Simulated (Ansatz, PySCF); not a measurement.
B₂HO₂, charge +1. Atoms are numbered in the order given.

```xyz
5

O      0.0000     0.0000     2.1366
B      0.0000     0.0000     0.9471
B      0.0000     0.0000    -0.7077
O      0.0000     0.0000    -1.9245
H      0.0000     0.0000    -2.8937
```
Charge +1, spin multiplicity 1.

Geometry: ωB97X-D3(BJ)/def2-TZVP. The isomer is the one that the SMILES or the coordinates give; other isomers of the formula were not compared. Other conformers were not sampled.

Vertical ionisation energy (IE) and electron affinity (EA) in eV. Rows of orbital energies are one-electron estimates. Where ΔSCF, EOM or ADC give a negative EA the extra electron is unbound and the value depends on the basis.

```tsv
level	IE	EA
−ε(HOMO), −ε(LUMO), M06-2X/def2-TZVPD (PySCF)	17.62	7.98
−ε(HOMO), −ε(LUMO), PBE/def2-TZVPD (PySCF)	14.75	9.95
ΔSCF, PBE0/def2-SVPD (Ansatz), final states of multiplicity 2 and 2	19.01	6.73
ΔSCF, PBE/def2-SVPD (Ansatz), final states of multiplicity 2 and 2	___	___
```

**Question.** Fill in the missing entries. (An estimate is asked for; the answer gives what the named calculation found.)

**Answer.** 
- ΔSCF, PBE/def2-SVPD (Ansatz, a quantum-chemistry and plane-wave program), final states of multiplicity 2 and 2, IE: 19.25
- ΔSCF, PBE/def2-SVPD (Ansatz), final states of multiplicity 2 and 2, EA: 6.63

**Question.** What vertical singlet–triplet gap does ΔSCF give with PBE0/def2-SVPD (Ansatz) and with PBE/def2-SVPD (Ansatz)? (The exact figures need the calculation; the answer reports its results.)

**Answer.** 4.94 and 5.27 eV (triplet above singlet where positive).
